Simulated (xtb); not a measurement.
CH6N2Si2, SMILES N[Si@H]1C=N[SiH2]1. All values are semi-empirical tight-binding results from xtb (GFN2-xTB unless named), good for trends rather than for accurate numbers. Geometry optimised at GFN2-xTB. The structure was generated by enumeration; whether it is a known compound was not checked. Other conformers were not sampled.

Optimised geometry:

Bonds (Å): N1–Si2 1.727, N1–H6 1.007, N1–H7 1.007, Si2–C3 1.924, Si2–Si5 2.352, Si2–H8 1.466, C3–N4 1.277, C3–H9 1.088, N4–Si5 1.786, Si5–H10 1.466, Si5–H11 1.463. Bond angles (°): Si2–N1–H6 119.5, Si2–N1–H7 118.8, H6–N1–H7 109.9, N1–Si2–C3 111.4, N1–Si2–Si5 128.0, N1–Si2–H8 104.0, C3–Si2–Si5 69.3, C3–Si2–H8 114.2, Si5–Si2–H8 123.6, Si2–C3–N4 108.1, Si2–C3–H9 133.6, N4–C3–H9 118.3, C3–N4–Si5 105.4, Si2–Si5–N4 77.2, Si2–Si5–H10 122.2, Si2–Si5–H11 123.0, N4–Si5–H10 108.8, N4–Si5–H11 109.9, H10–Si5–H11 108.9.
Charge 0, spin multiplicity 1.

| Property | Result |
|---|---|
| orbital gap | 2.13 eV |
| dipole moment | 3.68 D |
| zero-point energy | 43.4 kcal/mol |
| G − E(el) at 298.15 K (modified RRHO) | 24.0 kcal/mol |
| static polarisability (D4 model) | 80.9 bohr³ |
| solvation energy, GFN2-xTB/ALPB(water) | -4.7 kcal/mol |
| solvation energy, GFN2-xTB/ALPB(dmso) | -6.9 kcal/mol |

Problem. Give the atomic charges and the Wiberg bond orders between heavy atoms. (The exact figures need the calculation; the answer reports its results.)

Solution. charges (e) N1 -0.40, Si2 0.39, C3 -0.04, N4 -0.37, Si5 0.41, H6 0.15, H7 0.14, H8 -0.09, H9 0.01, H10 -0.10, H11 -0.11. Bond orders N1–Si2 1.14, Si2–C3 0.85, C3–N4 1.96, Si2–Si5 0.79, N4–Si5 1.01.
